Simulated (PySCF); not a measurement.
# Vibration and rotation of HgCl⁺

RHF-CCSD(T) constants of HgCl⁺, ¹Σ⁺ (singlet), closed shell (Hg cc-pVDZ-PP with ECP60, Cl cc-pV(D+d)Z; scalar-relativistic core potentials (PySCF 2.14); masses 201.9706 and 34.9689 u):

| Item | Value |
| --- | --- |
| ωe | 346.9 cm⁻¹ |
| ωexe | 1.93 cm⁻¹ |
| Be | 0.10993 cm⁻¹ |
| αe | 0.000656 cm⁻¹ |
| D (centrifugal) | 4.42e-08 cm⁻¹ |
| De to Hg⁺ + Cl | 1.62 eV |

(1) Give the band origin of the fundamental and the first lines of its P and R branches.

(2) Near which J would the R branch turn back, without centrifugal distortion?

Correlated steps freeze 5 core orbitals. Correlated levels converge slowly with the basis: in double zeta they bind strong bonds too weakly, by up to about 1 eV, and carry superposition errors of some tenths. These are scalar-relativistic numbers at best; spin–orbit coupling would shift them, the dissociation energy most. For an ion De counts to the pair picked by the measured ionisation energies or electron affinities, which need not be the lowest pair at this level. Where the molecule has an RHF reference, its open-shell atoms are computed with UHF. The CCSD T1 diagnostic is raised, a sign that a single reference may not be enough here.

## Answers

(1) ν0 = ωe − 2ωexe = 343.0 cm⁻¹, B0 = 0.10960, B1 = 0.10895 cm⁻¹.

```tsv
J″	P(J″) − ν0	R(J″) − ν0
0		0.218
1	-0.219	0.434
2	-0.440	0.650
3	-0.662	0.864
4	-0.885	1.076
5	-1.109	1.288
6	-1.335	1.498
```

(2) At J ≈ (B0 + B1)/(2(B0 − B1)) − 1 ≈ 170.
